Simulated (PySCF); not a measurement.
C2H5BO2, SMILES C=CB(O)O.

Coordinates come from a B3LYP-D3(BJ)/def2-SVP optimisation. Other conformers were not sampled.

The numbers are results of TDA-ωB97X/def2-SVPD (PySCF), not measurements.

Vertical excitations. Gas-phase values at a fixed geometry. State labels are in the subgroup Cs.

Task: Give excitation energies, oscillator strengths and character. (The exact figures need the calculation; the answer reports its results.)

Result: 
| state | symmetry | energy (eV) | λ (nm) | f | main pairs |
|---|---|---|---|---|---|
| S1 | A" | 6.92 | 179 | 0.000 | HOMO−1→LUMO 96 % |
| S2 | A' | 7.34 | 169 | 0.511 | HOMO→LUMO 92 % |
| S3 | A" | 7.89 | 157 | 0.044 | HOMO→LUMO+1 73 %, HOMO→LUMO+3 19 % |
| S4 | A" | 8.36 | 148 | 0.000 | HOMO−3→LUMO 41 %, HOMO−4→LUMO 41 %, HOMO−6→LUMO 10 % |
| S5 | A' | 8.54 | 145 | 0.123 | HOMO−2→LUMO 93 % |
| S6 | A" | 8.62 | 144 | 0.002 | HOMO−2→LUMO+1 67 %, HOMO→LUMO+2 16 % |
| S7 | A" | 8.82 | 141 | 0.030 | HOMO→LUMO+3 53 %, HOMO→LUMO+2 13 %, HOMO→LUMO+1 12 % |
| S8 | A" | 9.01 | 138 | 0.000 | HOMO→LUMO+2 38 %, HOMO→LUMO+4 37 %, HOMO−2→LUMO+1 9 % |
| S9 | A' | 9.05 | 137 | 0.039 | HOMO−1→LUMO+1 77 % |
| S10 | A" | 9.22 | 134 | 0.003 | HOMO−3→LUMO 50 %, HOMO−4→LUMO 41 % |
| T1 | A' | 4.06 | 305 | 0 | HOMO→LUMO 94 % |
| T2 | A" | 6.29 | 197 | 0 | HOMO−1→LUMO 95 % |
| T3 | A' | 7.62 | 163 | 0 | HOMO−2→LUMO 87 % |
| T4 | A" | 7.88 | 157 | 0 | HOMO−4→LUMO 31 %, HOMO−3→LUMO 30 %, HOMO→LUMO+1 18 %, HOMO−6→LUMO 8 % |
Triplets are in the Tamm–Dancoff approximation.
